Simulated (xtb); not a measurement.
GaH2F, SMILES [F][GaH2]. All values are semi-empirical tight-binding results from xtb (GFN2-xTB unless named), good for trends rather than for accurate numbers. The structure is a stationary point at GFN2-xTB.

For metal compounds this method's bond lengths and energies can be far off.

```yaml
point_group_as_xtb_finds_it: C2v
orbital_gap: 5.23 eV
zero_point_energy: 7.6 kcal/mol
G − E(el) at 298.15 K (modified RRHO): -7.8 kcal/mol
```
